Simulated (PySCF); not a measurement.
Vertical excitations of a molecule C5H7F from TDDFT-PBE0/def2-SVPD run with PySCF, as energy in eV (oscillator strength): 6.74 (0.028), 6.77 (0.484), 7.40 (0.000), 7.63 (0.015), 7.65 (0.005), 7.72 (0.003), 8.20 (0.001), 8.39 (0.092), 8.46 (0.007), 8.50 (0.005). Lowest triplet (TDA): 4.21 eV. The structure is a stationary point at PBE0-D3(BJ)/def2-SVP. One conformer was computed; it need not be the lowest.

Task: Identify the compound among the candidates.
A. CCC=C=CF
B. C=CC1(F)CC1
C. CC#C[C@@H](C)F
D. C=C(F)/C=C/C

Result: B, C=CC1(F)CC1
